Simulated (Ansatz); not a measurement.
Basis-set extrapolation for `C/[C]([AlH2])=C\O` (PBE0-D4/def2-TZVP geometry, frozen core, the Gaussian-basis code of Ansatz). Multiplicity 1, RHF reference.

```json
{"": "HF", "def2-TZVPP": "-434.512140", "def2-QZVPP": "-434.528162"}
{"": "MP2 correlation", "def2-TZVPP": "-0.819272", "def2-QZVPP": "-0.876138"}
{"": "CCSD(T) correlation", "def2-TZVPP": "-0.895402", "def2-QZVPP": "not run"}
```

Energies in hartree. Use E(X) = E(∞) + A·exp(−7.88·√X) for Hartree–Fock and E(X) = E(∞) + B·X^(−2.97) for correlation, with X = 3 and 4, and add CCSD(T) minus MP2 of the smaller set to the MP2 limit.

Problem. What is the CCSD(T) energy at the basis-set limit?

Solution. HF limit: -434.528162 + (-0.016022) × 0.13774 = -434.53037. MP2 limit: -0.876138 + (-0.056866) × 0.74074 = -0.91826. Higher-order term: -0.895402 − (-0.819272) = -0.07613. Total: -435.52476 hartree, 307.8 kJ/mol below CCSD(T)/def2-TZVPP.
